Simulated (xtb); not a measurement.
Job for xtb: GFN1-xTB on ZrIn, 2S+1 = 6, a spin state set in the input, which need not be the lowest, a point of a bond scan (R = 2.954 Å).

```
$ xtb mol.xyz --gfn 1 --sp --chrg 0 --uhf 5
2

Zr     0.00000000     0.00000000     0.00000000
In     0.00000000     0.00000000     2.95390600
```

Output:

```
[...]
           -------------------------------------------------
          |                Calculation Setup                |
           -------------------------------------------------



           -------------------------------------------------
          |                 G F N 1 - x T B                 |
           -------------------------------------------------

        Reference                      10.1021/acs.jctc.7b00118
      * Hamiltonian:
        H0-scaling (s, p, d)           1.850000    2.250000    2.000000
        zeta-weighting                 0.000000
      * Dispersion:
        s8                             2.400000
        a1                             0.630000
        a2                             5.000000
        s9                             0.000000
      * Repulsion:
        kExp                           1.500000
        rExp                           1.000000
      * Coulomb:
        alpha                          2.000000
        third order                    atomic
        anisotropic                    false
      * Halogen bond correction:
        rad-scale                      1.300000
        damping                        0.440000


          ...................................................
          :                      SETUP                      :
          :.................................................:
          :  # basis functions                  20          :
          :  # atomic orbitals                  18          :
          :  # shells                            6          :
          :  # electrons                         7          :
          :  # halogen bonds                     0          :
          :  max. iterations                   250          :
          :  Hamiltonian                  GFN1-xTB          :
          :  restarted?                      false          :
          :  GBSA solvation                  false          :
          :  PC potential                    false          :
          :  electronic temp.          300.0000000     K    :
          :  accuracy                    1.0000000          :
          :  -> integral cutoff          0.2500000E+02      :
          :  -> integral neglect         0.1000000E-07      :
          :  -> SCF convergence          0.1000000E-05 Eh   :
          :  -> wf. convergence          0.2000000E-04 e    :
          :  Broyden damping             0.4000000          :
          :  net charge                          0          :
          :  unpaired electrons                  5          :
          ...................................................

 iter      E             dE          RMSdq      gap      omega  full diag
   1     -2.4816169 -0.248162E+01  0.254E+01    0.38       0.0  T
   2     -2.5362940 -0.546771E-01  0.125E+01    0.03       1.0  T
   3     -2.5480118 -0.117178E-01  0.849E+00    0.12       1.0  T
   4     -2.5465873  0.142450E-02  0.599E+00    0.05       1.0  T
   5     -2.5536385 -0.705122E-02  0.174E+00    0.09       1.0  T
   6     -2.5543516 -0.713031E-03  0.140E-01    0.08       1.0  T
   7     -2.5542656  0.859942E-04  0.618E-01    0.08       1.0  T
   8     -2.5543529 -0.873669E-04  0.969E-02    0.08       1.0  T
   9     -2.5543547 -0.173111E-05  0.385E-02    0.08       1.8  T
  10     -2.5543549 -0.281596E-06  0.113E-02    0.08       6.3  T
  11     -2.5543550 -0.268203E-07  0.444E-04    0.08     159.2  T
  12     -2.5543550 -0.402487E-10  0.107E-04    0.08     663.0  T
  13     -2.5543550 -0.253175E-11  0.591E-06    0.08   11963.4  T

   *** convergence criteria satisfied after 13 iterations ***

         #    Occupation            Energy/Eh            Energy/eV
      -------------------------------------------------------------
         1        2.0000           -0.6740005             -18.3405
         2        0.9996           -0.2623679              -7.1394
         3        0.9996           -0.2623679              -7.1394
         4        0.9976           -0.2605838              -7.0908
         5        0.8281           -0.2563483              -6.9756
         6        0.8281           -0.2563483              -6.9756 (HOMO)
         7        0.1741           -0.2533755              -6.8947 (LUMO)
         8        0.0865           -0.2526149              -6.8740
         9        0.0865           -0.2526149              -6.8740
        10                         -0.1973948              -5.3714
        11                         -0.1547624              -4.2113
       ...                                ...                  ...
        18                          1.1229966              30.5583
      -------------------------------------------------------------
                  HL-Gap            0.0029727 Eh            0.0809 eV
             Fermi-level           -0.3615195 Eh           -9.8374 eV

 SCC (total)                   0 d,  0 h,  0 min,  0.004 sec
 SCC setup                      ...        0 min,  0.000 sec (  3.088%)
 Dispersion                     ...        0 min,  0.000 sec (  1.964%)
 classical contributions        ...        0 min,  0.000 sec (  0.892%)
 integral evaluation            ...        0 min,  0.001 sec ( 18.713%)
 iterations                     ...        0 min,  0.002 sec ( 42.153%)
 molecular gradient             ...        0 min,  0.001 sec ( 25.108%)
 printout                       ...        0 min,  0.000 sec (  7.762%)

         :::::::::::::::::::::::::::::::::::::::::::::::::::::
         ::                     SUMMARY                     ::
         :::::::::::::::::::::::::::::::::::::::::::::::::::::
         :: total energy              -2.547699706861 Eh    ::
         :: gradient norm              0.023517165466 Eh/a0 ::
         :: HOMO-LUMO gap              0.080892204246 eV    ::
         ::.................................................::
         :: SCC energy                -2.554354966895 Eh    ::
         :: -> electrostatic           0.002080882143 Eh    ::
         :: repulsion energy           0.007268500868 Eh    ::
         :: dispersion energy         -0.000613240834 Eh    ::
         :: halogen bond corr.         0.000000000000 Eh    ::
         :: add. restraining           0.000000000000 Eh    ::
         :: total charge              -0.000000000000 e     ::
         :::::::::::::::::::::::::::::::::::::::::::::::::::::

           -------------------------------------------------
          |                Property Printout                |
           -------------------------------------------------

    * Orbital Energies and Occupations

         #    Occupation            Energy/Eh            Energy/eV
      -------------------------------------------------------------
         1        2.0000           -0.6740005             -18.3405
         2        0.9996           -0.2623679              -7.1394
         3        0.9996           -0.2623679              -7.1394
         4        0.9976           -0.2605838              -7.0908
         5        0.8281           -0.2563483              -6.9756
         6        0.8281           -0.2563483              -6.9756 (HOMO)
         7        0.1741           -0.2533755              -6.8947 (LUMO)
         8        0.0865           -0.2526149              -6.8740
         9        0.0865           -0.2526149              -6.8740
        10                         -0.1973948              -5.3714
        11                         -0.1547624              -4.2113
        12                         -0.1547624              -4.2113
        13                         -0.1497831              -4.0758
        14                         -0.1497831              -4.0758
        15                          0.1757434               4.7822
        16                          0.3229150               8.7870
Note: The following floating-point exceptions are signalling: IEEE_DENORMAL
normal termination of xtb
        17                          0.3229150               8.7870
        18                          1.1229966              30.5583
      -------------------------------------------------------------
                  HL-Gap            0.0029727 Eh            0.0809 eV
             Fermi-level           -0.3615195 Eh           -9.8374 eV

  Mulliken/CM5 charges         n(s)   n(p)   n(d)
     1Zr   -0.26650 -0.21956   0.335  0.802  3.129
     2In    0.26650  0.21956   1.721  0.448  0.564

Wiberg/Mayer (AO) data.
largest (>0.10) Wiberg bond orders for each atom

 ---------------------------------------------------------------------------
     #   Z sym  total        # sym  WBO       # sym  WBO       # sym  WBO
 ---------------------------------------------------------------------------
     1  40 Zr   1.717 --     2 In   1.717
     2  49 In   1.717 --     1 Zr   1.717
 ---------------------------------------------------------------------------

Topologies differ in total number of bonds
Writing topology from bond orders to xtbtopo.mol

 dipole moment from electron density (au)
     X       Y       Z
   0.0000   0.0000   1.9512  total (Debye):    4.959


           -------------------------------------------------
          | TOTAL ENERGY               -2.547699706861 Eh   |
          | GRADIENT NORM               0.023517165466 Eh/α |
          | HOMO-LUMO GAP               0.080892204246 eV   |
           -------------------------------------------------

------------------------------------------------------------------------
------------------------------------------------------------------------
 total:
 SCF:
```

The run finished.

Cost: about 0.05 core-seconds (a rough figure).
